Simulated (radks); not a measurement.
Sb2.75+, 48.25 electrons, occupied as [Ar] 3d10 4s2 4p(up 3, down 2.25) 4d10 5s2 5p1 (fractional occupations, a model configuration). Calculated with a radial shooting solver on a logarithmic mesh with Libxc functionals: scalar-relativistic Kohn-Sham, PBE, spin-polarised, spherical densities, finite nucleus; open shells are filled with parallel spins first (spin-orbit coupling, left out, can overturn this in heavy ions); Fermi nuclear charge, rms radius 4.6802 fm.

Unscreened Slater integrals over Kohn-Sham orbitals (hartree). They are taken over the spin-up orbitals.

F0(5p,5p): 0.38997
F2(5p,5p): 0.21262
F0(5p,5s): 0.41707
G1(5p,5s): 0.27894
F0(5p,4d): 0.48369
F2(5p,4d): 0.13998
G1(5p,4d): 0.046314
G3(5p,4d): 0.042563
F0(5p,4p): 0.49271
F2(5p,4p): 0.11846
G0(5p,4p): 0.023398
G2(5p,4p): 0.030109
F0(5s,5s): 0.45316
F0(5s,4d): 0.55023
G2(5s,4d): 0.073233
F0(5s,4p): 0.56295
G1(5s,4p): 0.040375
F0(4d,4d): 0.90429
F2(4d,4d): 0.45725
F4(4d,4d): 0.30276
F0(4d,4p): 0.97465
F2(4d,4p): 0.49379
G1(4d,4p): 0.62761
G3(4d,4p): 0.38806
F0(4p,4p): 1.0642
F2(4p,4p): 0.55913

Derived for the open shells (J is the average intra-shell exchange parameter used in DFT+U). 4p: J = F2/5 = 0.1118 hartree. 5p: J = F2/5 = 0.04252 hartree.
